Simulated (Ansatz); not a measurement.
Total energies of CH6CuNO (`C[O][Cu-][NH3+]`).

```xyz
10

C    -1.885   -0.090   -1.232
O    -0.834    0.762   -0.940
Cu    0.502    0.351    0.168
N     1.997    0.040    1.333
H    -1.573   -1.035   -1.712
H    -2.489   -0.371   -0.351
H    -2.576    0.401   -1.936
H     1.744    0.169    2.308
H     2.354   -0.905    1.231
H     2.761    0.678    1.130
```

The species carries charge 0 and has multiplicity 1. For Cu the d shell is correlated and the shells below it are frozen. Scalar relativity is left out up to krypton. The geometry is a stationary point of PBE0-D4/def2-TZVP. It is one conformer, not always the lowest. Basis def2-TZVPP, Ansatz.

RPA on PBE orbitals: Hartree–Fock energy of these orbitals -1809.60334 Eh, correlation -1.69998 Eh (frozen core).

```
             functional  energy without D4 (Eh)  D4 term (kJ/mol)
            LDA (SPW92)             -1808.18419                 –
                    PBE             -1811.87688             -13.8
                   BLYP             -1812.36850             -30.9
                 r2SCAN             -1812.21559              -3.4
                r2SCAN0             -1812.13301              -4.0
HSE06 (plane-wave form)             -1811.86433             -10.8
              CAM-B3LYP             -1812.35509             -11.7
                ωB97X-V             -1812.10018                 –
                ωB97M-V             -1812.15111                 –
                 B2PLYP             -1811.91309                 –
```

Q: Give the same for revPBE, B97M-V, PBE0, B3LYP, r2SCANh, BHLYP, LC-ωPBE, PBE-QIDH. (Estimate.)

A: The calculation gave: 
| functional | energy without D4 (Eh) | D4 term (kJ/mol) |
| --- | --- | --- |
| revPBE | -1812.16958 | -45.5 |
| B97M-V | -1811.94897 | – |
| PBE0 | -1811.87637 | -11.6 |
| B3LYP | -1812.37876 | -22.3 |
| r2SCANh | -1812.18162 | -3.6 |
| BHLYP | -1812.15172 | -16.8 |
| LC-ωPBE | -1812.01487 | – |
| PBE-QIDH | -1811.60012 | – |

B3LYP takes the VWN-RPA correlation (the form of Gaussian; ORCA's B3LYP/G). HSE06 is the plane-wave form, built on full-range PBE exchange. The double hybrids freeze the cores in their second-order part.

LC-ωPBE has ω = 0.4 bohr⁻¹.
